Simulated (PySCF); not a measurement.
Molfile (atoms numbered from 1):
```
C5H10F2O2
     RDKit          3D

 19 18  0  0  0  0  0  0  0  0999 V2000
    1.7366    0.9027   -1.5984 C   0  0  0  0  0  0  0  0  0  0  0  0
    1.7568   -0.2286   -0.5916 C   0  0  0  0  0  0  0  0  0  0  0  0
    0.5946   -1.0349   -0.6446 O   0  0  0  0  0  0  0  0  0  0  0  0
   -0.3969   -0.7334    0.2479 C   0  0  2  0  0  0  0  0  0  0  0  0
   -1.4763   -1.7807    0.1611 C   0  0  0  0  0  0  0  0  0  0  0  0
   -0.9325    0.5567   -0.0683 O   0  0  0  0  0  0  0  0  0  0  0  0
   -1.2969    1.3424    0.9600 C   0  0  0  0  0  0  0  0  0  0  0  0
   -2.5370    1.0245    1.4035 F   0  0  0  0  0  0  0  0  0  0  0  0
   -1.3402    2.6022    0.5197 F   0  0  0  0  0  0  0  0  0  0  0  0
    2.6989    1.4377   -1.5864 H   0  0  0  0  0  0  0  0  0  0  0  0
    1.5779    0.5046   -2.6115 H   0  0  0  0  0  0  0  0  0  0  0  0
    0.9311    1.6166   -1.3815 H   0  0  0  0  0  0  0  0  0  0  0  0
    1.8944    0.1614    0.4358 H   0  0  0  0  0  0  0  0  0  0  0  0
    2.6040   -0.9031   -0.7947 H   0  0  0  0  0  0  0  0  0  0  0  0
    0.0142   -0.6650    1.2816 H   0  0  0  0  0  0  0  0  0  0  0  0
   -1.8810   -1.7927   -0.8604 H   0  0  0  0  0  0  0  0  0  0  0  0
   -1.0598   -2.7704    0.3925 H   0  0  0  0  0  0  0  0  0  0  0  0
   -2.2875   -1.5481    0.8633 H   0  0  0  0  0  0  0  0  0  0  0  0
   -0.6089    1.2750    1.8264 H   0  0  0  0  0  0  0  0  0  0  0  0
  1  2  1  0
  2  3  1  0
  3  4  1  0
  4  5  1  0
  4  6  1  0
  6  7  1  0
  7  8  1  0
  7  9  1  0
  1 10  1  0
  1 11  1  0
  1 12  1  0
  2 13  1  0
  2 14  1  0
  4 15  1  1
  5 16  1  0
  5 17  1  0
  5 18  1  0
  7 19  1  0
M  END
```

Geometry: PBE0-D3(BJ)/def2-SVP; GIAO shifts from PySCF 2.14.0 with density-fitted response routines, gas phase, non-relativistic, averaged over equivalent atoms.

At PBE0/pcSseg-1 (203 basis functions, 38 s wall time on 1 thread of an x86-64 server CPU, shared host):
```json
{"atoms": "C7", "δ (ppm)": "121.2"}
{"atoms": "C4", "δ (ppm)": "105.2"}
{"atoms": "C2", "δ (ppm)": "69.9"}
{"atoms": "C5", "δ (ppm)": "24.0"}
{"atoms": "C1", "δ (ppm)": "19.0"}
{"atoms": "O6", "δ (ppm)": "166.1"}
{"atoms": "O3", "δ (ppm)": "102.6"}
{"atoms": "F8", "δ (ppm)": "-83.4"}
{"atoms": "F9", "δ (ppm)": "-97.7"}
{"atoms": "H19", "δ (ppm)": "5.78"}
{"atoms": "H15", "δ (ppm)": "4.35"}
{"atoms": "H14", "δ (ppm)": "4.00"}
{"atoms": "H13", "δ (ppm)": "3.09"}
{"atoms": "H16/H17/H18", "δ (ppm)": "1.44"}
{"atoms": "H10/H11/H12", "δ (ppm)": "1.39"}
```

δ = σ(ref) − σ, references computed at the same level: $^{13}$C (σref 184.41) and $^{1}$H (σref 31.27) against TMS; H2O for $^{17}$O (σref 334.56); CFCl3 for $^{19}$F (σref 177.25).

Predict the values at B97-2/pcSseg-1 on the same geometry.

## Answers


```tsv
atoms	δ at B97-2/pcSseg-1	change
C7	119.7	-1.5
C4	104.1	-1.1
C2	69.5	-0.4
C5	23.9	-0.1
C1	19.3	+0.3
O6	161.6	-4.5
O3	100.1	-2.5
F8	-84.4	-1.0
F9	-98.3	-0.6
H19	5.80	+0.02
H15	4.37	+0.02
H14	3.98	-0.02
H13	3.10	+0.01
H16/H17/H18	1.45	+0.01
H10/H11/H12	1.40	+0.01
```

References, each an isolated molecule treated in the same way: TMS for $^{13}$C (σref 183.69) and $^{1}$H (σref 31.38); $^{17}$O (σref 331.62) vs H2O; $^{19}$F (σref 178.12) against CFCl3.

The largest change is at O6 (ether oxygen). Cost: 203 basis functions, 35 s wall time on 1 thread of an x86-64 server CPU, shared host. The order of the carbon signals is the same at both levels.

Unscaled 19F shifts against computed CFCl3 carry errors that often reach 10 to 50 ppm. Experimental scales use liquid or dissolved standards, which lie at an offset from isolated H2O (liquid H2O: subtract about 36 ppm).
